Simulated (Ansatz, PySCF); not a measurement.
Stepwise substitution at one centre (B Br-H). All species are isolated molecules in the gas phase. Strings in code marks are SMILES.

Quantity: vertical ionisation energy (energy after one electron is removed minus that of the parent at the parent's geometry), in eV.

Level 1: frozen-core CCSD(T)/cc-pVTZ // PBE0-D4/def2-TZVP (Ansatz, a program for electronic structure)
Level 2: minus the HOMO energy of B3LYP-D3(BJ)/def2-TZVP // PBE0-D4/def2-TZVP (PySCF)
Level 3: minus the HOMO energy of HF/STO-3G // PBE0-D4/def2-TZVP (PySCF)
Level 4: minus the HOMO energy of PBE0-D4/def2-TZVP (PySCF)

```json
[
 {"species": "`BrBBr`", "level 1": "10.97", "level 2": "8.26", "level 3": "8.89", "level 4": "8.54"},
 {"species": "`B`", "level 1": "13.26", "level 2": "9.73", "level 3": "12.56", "level 4": "9.92"},
 {"species": "`BBr`", "level 1": "10.86", "level 2": "7.98", "level 3": "8.65", "level 4": "8.22"}
]
```
